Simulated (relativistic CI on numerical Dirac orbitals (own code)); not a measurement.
Method of calculation: Dirac-Coulomb-Breit CI, KLI orbitals optimised for each configuration, QED by a radiative potential, valence Slater integrals scaled by 0.85, P86 correlation energy added to each configuration (own radial code, finite nucleus).

Configuration list (outside the closed core [Kr]): 4d5 5s, 4d4 5s2, 4d5 5p, 4d4 5s 5p, 4d6, 4d5 5d, 4d5 5f, 4d5 5g, 4d3 5s2 5p, 4d4 5s 4f, 4d3 5s 5p2, 4d5 6s, 4d5 6p, 4d4 5s 7s, 4d4 5p2, 4d4 5s 6s, 4d5 7s, 4d4 5s 7p, 4d4 5s 6d, 4d5 4f, 4d5 7p, 4d5 6d, 4d4 5s 8s, 4d4 5s 5g, 4d3 5s 5p 5d, 4d4 5s 7d, 4d5 8s, 4d3 5s 6s2, 4d4 6s2, 4d3 5s2 5d, 4d3 5s2 6s, 4d3 5s2 6p. Levels of other configurations are missing.

Correlation outside the listed configurations is missing or only estimated: errors of thousands of cm⁻¹ between configurations and terms are usual at this charge. Rates and lifetimes follow the computed energies and can be off by large factors. The fine structure of a lone outer electron comes out too small, for d and f at times inverted, and misplaced configurations move strength between like terms. 8 of the 10 excited levels that our extract of the measured tables holds in this range could be paired (the sources list more); they are missed by 1526 cm⁻¹ on average and 2420 at most, and levels without a partner can miss by more. Some levels of the ground configuration have no partner and can miss by 10 % or more.

Outline of the computed level scheme of Mo I. Lowest level of each configuration: 4d5 5s 7S_3 at 0.0000 eV; 4d4 5s2 5D_0 at 1.4603 eV; 4d5 5p 7P°_2 at 2.9175 eV; 4d4 5s 5p 7F°_0 at 3.1569 eV.

Some strong electric-dipole decays among the lowest 45 levels: 4d5 5p 7P°_4 → 4d5 5s 7S_3 (5.4e+07 s⁻¹); 4d5 5p 7P°_3 → 4d5 5s 7S_3 (5.0e+07 s⁻¹); 4d5 5p 7P°_2 → 4d5 5s 7S_3 (4.7e+07 s⁻¹).

Rates of lines that live on the mixing of spin multiplicities can be off by large factors.

LS names give the leading component of a level, which can be under half, so a name can repeat, a term be missing and a line seem to break the LS rules.
